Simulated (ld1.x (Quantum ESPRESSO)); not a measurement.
Al: one change to a TM potential, before and after

- Element: aluminium (Al)
- Generator: ld1.x (Quantum ESPRESSO) 7.5
- Type: norm-conserving Troullier–Martins (Kleinman–Bylander form)
- Functional: PBEsol
- Relativity: scalar-relativistic
- Frozen core: [Ne]
- Valence charge: 3
- Reference configuration: 3s2 3p1
- Partial waves: 3p (bound): rc 2.15 bohr; 3s (bound): rc 1.65 bohr
- Local potential: the s channel
- Core correction: Bessel-smoothed model core inside 0.95 bohr

Change: wave 3s (bound): rc 1.65 bohr becomes 3s (bound): rc 1.26 bohr.

Cutoffs: the cutoffs (Ry, on a coarse ladder) from which the occupation-weighted sum of valence levels, in a spherical-Bessel basis at the reference potential, stays within 10 and 1 mRy of its value at 400 Ry; they do not see the model core or the augmentation charge, which bear on the density cutoff. Errors are all-electron minus pseudo energies relative to the spin-unpolarised reference configuration.

What does the change do?

The potential gets harder (10 Ry and 30 Ry → 50 Ry and 140 Ry); of the 7 tests that both files solve, the error grows in 5 and shrinks in 0 by more than 15 % and 0.3 meV (median size 2.1 → 4.0 meV); the range in which the s phases agree narrows (upper end 2.8 → 0.8); the range in which the p phases agree narrows (upper end 2.1 → 0.6); neither file shows a bound ghost. A smaller radius makes the pseudo-wave follow the all-electron one further in, where it bends more sharply, so more plane waves are needed. That the errors move this way runs against the usual rule that smaller radii transfer better.

| quantity | base | changed |
| --- | --- | --- |
| cutoff, loose | 10 Ry | 50 Ry |
| cutoff, tight | 30 Ry | 140 Ry |
| loose cutoff by channel (10 mRy a level) | p 6 Ry, s 8 Ry | p 6 Ry, s 45 Ry |
| bound ghosts | none | none |
| error for 3s2 3p0, meV [ΔE 5.74 eV] | +1.5 | +2.4 |
| error for 3s1 3p0, meV [ΔE 24.91 eV] | +11 | +32 |
| error for 3s2 3p0.5, meV [ΔE 2.07 eV] | +0.3 | +0.5 |
| error for 3s1 3p2, meV [ΔE 5.12 eV] | -2.1 | -4.0 |
| error for 3s0 3p3, meV [ΔE 10.41 eV] | -8.5 | -22 |
| error for 3s1 3p1, meV [ΔE 11.53 eV] | +3.7 | +12 |
| error for 3s2 3p1.3, meV [ΔE -0.57 eV] | +0.1 | +0.1 |
| s: phases at 2.35 bohr within 0.05 rad from the reference energy up to (Ry; the scan ends near 5) | 2.8 | 0.8 |
| p: phases at 2.35 bohr within 0.05 rad from the reference energy up to (Ry; the scan ends near 5) | 2.1 | 0.6 |
